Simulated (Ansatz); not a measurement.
Program: Ansatz. Geometries: PBE0-D4/def2-TZVP. ΔE: electronic, gas phase. CCSD(T)/CBS adds triple-zeta CCSD(T) − MP2 to the extrapolated MP2 energy (def2 sets, frozen cores). Functionals use def2-TZVPP. B3LYP here is the variant with VWN-RPA as its local correlation; programs differ in this. Each species was taken in one conformer, which may not be the lowest.

Reaction (formal exchange of groups at the Si–C bond): `CC(O)[SiH3]` + `C#COC(C)F` → `CC(F)[SiH3]` + `C#COC(C)O`

```
             level  ΔE (kJ/mol)  difference from CCSD(T)/CBS
            PBE-D4        -13.8                         -2.1
         r2SCAN-D4        -13.4                         -1.7
          B3LYP-D4        -13.8                         -2.1
           ωB97X-V        -12.7                         -1.0
           ωB97M-V        -12.3                         -0.6
            B2PLYP        -13.5                         -1.8
               PBE        -14.6                         -2.9
            r2SCAN        -13.6                         -1.9
             B3LYP        -15.1                         -3.4
     HF/def2-TZVPP        -12.0                         -0.3
    MP2/def2-TZVPP         -9.9                          1.8
SCS-MP2/def2-TZVPP        -10.7                          1.0
   CCSD/def2-TZVPP        -10.8                          0.9
CCSD(T)/def2-TZVPP        -11.0                          0.7
SCS-MP2/def2-QZVPP        -11.0                          0.7
     MP2/CBS(def2)        -10.6                          1.1
       CCSD(T)/CBS        -11.7                            0
```

Largest T1 diagnostic among the species: 0.012.
